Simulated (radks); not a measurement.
Values are calculated unless marked as measured or tabulated.
All-electron atom: Nb+ in [Kr] 4d3 4f1 (not the ground configuration). Level of theory: scalar-relativistic Kohn-Sham, AM05, spin-polarised, spherical densities, point nucleus; open shells are filled with parallel spins first (spin-orbit coupling, left out, can overturn this in heavy ions) (a radial shooting solver on a logarithmic mesh with Libxc functionals). Some entries of the table are withheld. Estimate them.

orbital,occ.,eigenvalue (hartree),<r> (bohr)
1s down,1,-690.7964,0.03613
1s up,1,-690.7961,0.03613
2s up,1,-97.09037,0.1582
2s down,1,-97.07951,0.1582
2p up,3,-86.78716,0.1378
2p down,3,-86.77900,0.1378
3s up,1,-16.60739,0.4438
3s down,1,-16.60062,0.4438
3p up,3,-13.24138,0.4463
3p down,3,-13.23383,0.4462
3d up,5,-7.73088,0.4332
3d down,5,-7.71984,0.4330
4s up,1,-2.67422,1.158
4s down,1,-2.61206,1.151
4p up,3,(1),1.295
4p down,3,(2),1.285
4d up,3,-0.59839,1.846
4d down,0,-0.51738,1.877
5s up,0,-0.50949,3.037
5p up,0,(3),3.775
4f up,1,-0.09540,8.275

Answer. 
(1) 4p up eigenvalue (hartree): -1.79654
(2) 4p down eigenvalue (hartree): -1.72630
(3) 5p up eigenvalue (hartree): -0.33489
